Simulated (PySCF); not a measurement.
A side-by-side comparison of computed properties.

First species: C2H2ClN3.
SMILES: `ClC1=CN=NN1`

Second species: C6H16O2Si.
Numbering: `[CH3:1][O:2][SiH2:3][O:4][CH2:5][C:6]([CH3:7])([CH3:8])[CH3:9]` (hydrogens: H10, H11, H12 on C1; H13, H14 on Si3; H15, H16 on C5; H17, H18, H19 on C7; H20, H21, H22 on C8; H23, H24, H25 on C9)

Levels: wB97X-D/def2-SVPD for dipole moment, HOMO energy, LUMO energy, HOMO–LUMO gap, static isotropic polarisability and electronic spatial extent ⟨r²⟩ about the centre of nuclear charge; TDDFT wB97X-D/def2-SVPD for lowest singlet excitation; TDA wB97X-D/def2-SVPD for lowest triplet excitation (Tamm–Dancoff); ΔSCF wB97X-D/def2-SVPD for vertical ionisation energy; PBE0-D3(BJ)/def2-SVP for rotational constant A and rotational constant C. Geometries: PBE0-D3(BJ)/def2-SVP. Each species is one conformer at its optimised geometry, gas phase, non-relativistic unless stated; the electronic structure was computed with PySCF and density fitting.

The conformers computed, where there is a choice (atom-mapped SMILES and torsion angles):
- `[CH3:1][O:2][SiH2:3][O:4][CH2:5][C:6]([CH3:7])([CH3:8])[CH3:9]`: C1–O2–Si3–O4 -68°, O2–Si3–O4–C5 -94°, Si3–O4–C5–C6 95°, O4–C5–C6–C7 -68°

| property | column X | column Y |
| --- | --- | --- |
| dipole moment | 3.34 D | 0.59 D |
| HOMO energy | -9.59 eV | -9.86 eV |
| LUMO energy | 1.21 eV | 2.16 eV |
| HOMO–LUMO gap | 10.80 eV | 12.02 eV |
| lowest singlet excitation | 5.73 eV | 7.95 eV |
| lowest triplet excitation (Tamm–Dancoff) | 4.57 eV | 7.72 eV |
| static isotropic polarisability | 55.6 au | 105.9 au |
| vertical ionisation energy | 9.94 eV | 9.92 eV |
| electronic spatial extent ⟨r²⟩ about the centre of nuclear charge | 621 bohr² | 1813 bohr² |
| rotational constant A | 10.021 GHz | 2.245 GHz |
| rotational constant C | 1.745 GHz | 0.712 GHz |

Q: Which column belongs to which species?

A: Column X is the first species and column Y the second. The first has 8 atoms and 52 electrons, the second 25 and 82.

Q: How does each property change from the first species to the second?

A: dipole moment -2.75 D; HOMO energy -0.27 eV; LUMO energy +0.95 eV; HOMO–LUMO gap +1.22 eV; lowest singlet excitation +2.22 eV; lowest triplet excitation (Tamm–Dancoff) +3.15 eV; static isotropic polarisability +50.3 au; vertical ionisation energy -0.02 eV; electronic spatial extent ⟨r²⟩ about the centre of nuclear charge +1192 bohr²; rotational constant A -7.776 GHz; rotational constant C -1.033 GHz.

On the first: The polarisability is 8.24 Å³ as a volume (1 au = 0.148185 Å³), or 1.07 au for each of the 52 electrons. The principal polarisabilities are 36.8, 57.0 and 73.1 au; their mean is the isotropic value.

On the second: In atomic units the dipole is 0.23 e·bohr (1 au = 2.5417 D). The vertical singlet–triplet gap S1 − T1 is 0.23 eV (TDDFT singlet less Tamm–Dancoff triplet; S1: HOMO→LUMO, weight 0.55; T1: HOMO→LUMO, weight 0.37).
